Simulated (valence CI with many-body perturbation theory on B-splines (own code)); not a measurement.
## Level structure of Hf LXVI

Computed by configuration interaction combined with many-body perturbation theory (CI+MBPT): five valence electrons over a frozen Dirac-Fock core [He], a basis of 9 s, 9 p, 8 d, 6 f, 3 g, 1 h functions for each j, with the one-electron correlation potential Σ1, the two-electron term Σ2, the three-electron term Σ3, Breit, model QED; selected CI, second order for the rest (own B-spline code, finite nucleus).

No measured spectrum was set against this ion. As an estimate, large intervals hold to a few tenths of a per cent, small ones and those within an open d or f shell to about a per cent. Among the levels kept, up to 1100 cm⁻¹ of a level comes from second order outside the variational space, and about a tenth of that is noise between levels of different J, which matters for small intervals.

Levels 1 to 45 of 75, with energies above the lowest level, (2s^2 2p1/2^2 2p3/2) J=3/2. "Leading %" is the weight of the configuration and term that name the level; weights of strongly mixed levels are sums over their largest components and can fall short. In the jj column 3d3/2^4 stands for four electrons in 3d with j = 3/2.

| No. | Configuration | Term | J | E (× 10³ cm⁻¹) | Leading % | Leading jj | g |
| --- | --- | --- | --- | --- | --- | --- | --- |
| 1 | 2s2 2p3 | 2P° | 3/2 | 0.00 | 49 | 2s^2 2p1/2^2 2p3/2 (100 %) | 1.316 |
| 2 | 2s2 2p3 | 4S° | 3/2 | 9848.1 | 55 | 2s^2 2p1/2 2p3/2^2 (100 %) | 1.435 |
| 3 | 2s2 2p3 | 2D° | 5/2 | 10034 | 100 | 2s^2 2p1/2 2p3/2^2 (100 %) | 1.164 |
| 4 | 2s2 2p3 | 2P° | 1/2 | 10439 | 100 | 2s^2 2p1/2 2p3/2^2 (100 %) | 0.619 |
| 5 | 2s 2p4 | 4P | 5/2 | 12524 | 70 | 2s 2p1/2^2 2p3/2^2 (100 %) | 1.445 |
| 6 | 2s 2p4 | 2S | 1/2 | 13348 | 65 | 2s 2p1/2^2 2p3/2^2 (100 %) | 2.001 |
| 7 | 2s 2p4 | 2P | 3/2 | 13359 | 51 | 2s 2p1/2^2 2p3/2^2 (100 %) | 1.171 |
| 8 | 2s2 2p3 | 2P° | 3/2 | 20308 | 51 | 2s^2 2p3/2^3 (99 %) | 1.286 |
| 9 | 2s 2p4 | 4P | 3/2 | 22588 | 85 | 2s 2p1/2 2p3/2^3 (100 %) | 1.585 |
| 10 | 2s 2p4 | 2D | 5/2 | 22915 | 70 | 2s 2p1/2 2p3/2^3 (100 %) | 1.282 |
| 11 | 2s 2p4 | 2P | 1/2 | 23416 | 64 | 2s 2p1/2 2p3/2^3 (100 %) | 1.349 |
| 12 | 2s 2p4 | 2D | 3/2 | 23484 | 55 | 2s 2p1/2 2p3/2^3 (100 %) | 1.010 |
| 13 | 2p5 | 2P° | 3/2 | 26437 | 99 | 2p1/2^2 2p3/2^3 (99 %) | 1.300 |
| 14 | 2s 2p4 | 4P | 1/2 | 33409 | 39 | 2s 2p3/2^4 (100 %) | 1.873 |
| 15 | 2p5 | 2P° | 1/2 | 36520 | 100 | 2p1/2 2p3/2^4 (100 %) | 0.619 |
| 16 | 2s2 2p2 3s | 4P | 1/2 | 67204 | 46 | 2s^2 2p1/2^2 3s (100 %) | 1.992 |
| 17 | 2s2 2p2 3p | 2P° | 1/2 | 68016 | 46 | 2s^2 2p1/2^2 3p1/2 (100 %) | 0.646 |
| 18 | 2s2 2p2 3p | 2P° | 3/2 | 71048 | 35 | 2s^2 2p1/2^2 3p3/2 (100 %) | 1.322 |
| 19 | 2s2 2p2 3d | 2D | 3/2 | 71756 | 43 | 2s^2 2p1/2^2 3d3/2 (100 %) | 0.783 |
| 20 | 2s2 2p2 3d | 2D | 5/2 | 72613 | 36 | 2s^2 2p1/2^2 3d5/2 (100 %) | 1.188 |
| 21 | 2s2 2p2 3s | 4P | 3/2 | 77169 | 88 | 2s^2 2p1/2 2p3/2 3s (100 %) | 1.654 |
| 22 | 2s2 2p2 3s | 2P | 1/2 | 77250 | 67 | 2s^2 2p1/2 2p3/2 3s (100 %) | 1.294 |
| 23 | 2s2 2p2 3s | 2D | 5/2 | 77327 | 65 | 2s^2 2p1/2 2p3/2 3s (100 %) | 1.307 |
| 24 | 2s2 2p2 3s | 2D | 3/2 | 77380 | 64 | 2s^2 2p1/2 2p3/2 3s (100 %) | 0.954 |
| 25 | 2s2 2p2 3p | 4P° | 1/2 | 77972 | 49 | 2s^2 2p1/2 2p3/2 3p1/2 (100 %) | 1.729 |
| 26 | 2s2 2p2 3p | 4D° | 3/2 | 78022 | 55 | 2s^2 2p1/2 2p3/2 3p1/2 (100 %) | 1.127 |
| 27 | 2s2 2p2 3p | 2F° | 5/2 | 78130 | 50 | 2s^2 2p1/2 2p3/2 3p1/2 (100 %) | 1.044 |
| 28 | 2s2 2p2 3p | 2P° | 3/2 | 78452 | 43 | 2s^2 2p1/2 2p3/2 3p1/2 (99 %) | 1.305 |
| 29 | 2s 2p3 3s | 4P° | 5/2 | 79512 | 48 | 2s 2p1/2^2 2p3/2 3s (98 %) | 1.591 |
| 30 | 2s 2p3 3s | 2P° | 3/2 | 79741 | 35 | 2s 2p1/2^2 2p3/2 3s (98 %) | 1.428 |
| 31 | 2s 2p3 3s | 2P° | 1/2 | 80256 | 41 | 2s 2p1/2^2 2p3/2 3s (96 %) | 0.839 |
| 32 | 2s 2p3 3s | 2P° | 3/2 | 80333 | 38 | 2s 2p1/2^2 2p3/2 3s (98 %) | 1.368 |
| 33 | 2s 2p3 3p | 4P | 3/2 | 80404 | 29 | 2s 2p1/2^2 2p3/2 3p1/2 (99 %) | 1.664 |
| 34 | 2s 2p3 3p | 2D | 5/2 | 80412 | 26 | 2s 2p1/2^2 2p3/2 3p1/2 (99 %) | 1.332 |
| 35 | 2s2 2p2 3p | 4D° | 5/2 | 80940 | 52 | 2s^2 2p1/2 2p3/2 3p3/2 (99 %) | 1.407 |
| 36 | 2s2 2p2 3p | 2P° | 1/2 | 80978 | 36 | 2s^2 2p1/2 2p3/2 3p3/2 (98 %) | 1.534 |
| 37 | 2s2 2p2 3p | 2D° | 3/2 | 81011 | 53 | 2s^2 2p1/2 2p3/2 3p3/2 (100 %) | 1.133 |
| 38 | 2s2 2p2 3p | 2F° | 7/2 | 81065 | 65 | 2s^2 2p1/2 2p3/2 3p3/2 (100 %) | 1.216 |
| 39 | 2s 2p3 3p | 2P | 1/2 | 81081 | 36 | 2s 2p1/2^2 2p3/2 3p1/2 (98 %) | 1.252 |
| 40 | 2s 2p3 3p | 2D | 3/2 | 81094 | 35 | 2s 2p1/2^2 2p3/2 3p1/2 (99 %) | 0.960 |
| 41 | 2s2 2p2 3p | 2P° | 3/2 | 81232 | 32 | 2s^2 2p1/2 2p3/2 3p3/2 (98 %) | 1.404 |
| 42 | 2s2 2p2 3p | 2D° | 5/2 | 81291 | 66 | 2s^2 2p1/2 2p3/2 3p3/2 (100 %) | 1.175 |
| 43 | 2s2 2p2 3p | 2P° | 1/2 | 81474 | 86 | 2s^2 2p1/2 2p3/2 3p3/2 (99 %) | 0.639 |
| 44 | 2s2 2p2 3d | 4F | 3/2 | 81744 | 43 | 2s^2 2p1/2 2p3/2 3d3/2 (99 %) | 0.919 |
| 45 | 2s2 2p2 3d | 4F | 5/2 | 81755 | 53 | 2s^2 2p1/2 2p3/2 3d3/2 (99 %) | 0.955 |

The ionisation energy to 2s2 2p2 3P_0 of the next ion comes out as 15679 eV (NIST: 15680 ± 30 eV (theoretical)). All 75 levels together are meant to be complete up to 85063 × 10³ cm⁻¹.
